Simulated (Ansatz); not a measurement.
A structure relaxed at PBE0-D4/def2-TZVP, charge 0, multiplicity 1:

Cartesian coordinates in Å:
```
F 1.067 -2.085 -0.957
Ge 0.877 -0.502 -0.228
Si -0.484 0.645 -1.830
B 1.083 -0.353 1.726
C -0.306 0.080 1.738
H 0.310 0.791 -3.075
H -0.829 1.985 -1.291
H -1.713 -0.140 -2.101
H 1.776 -0.969 2.466
H -0.772 0.779 1.041
H -1.007 -0.232 2.512
```

Question: Give its formula and SMILES.

Answer: CH6BFGeSi, `[F][Ge]1([SiH3])[BH][CH2]1`.

Question: Summarise the bond lengths by kind.

Answer: 1 × F–Ge 1.753 Å; 1 × Ge–Si 2.395 Å; 1 × B–Ge 1.970 Å; 1 × C–Ge 2.367 Å; 3 × H–Si 1.484 to 1.485 Å; 1 × B–C 1.456 Å; 1 × B–H 1.186 Å; 2 × C–H 1.090 to 1.092 Å.

Computed with Ansatz.
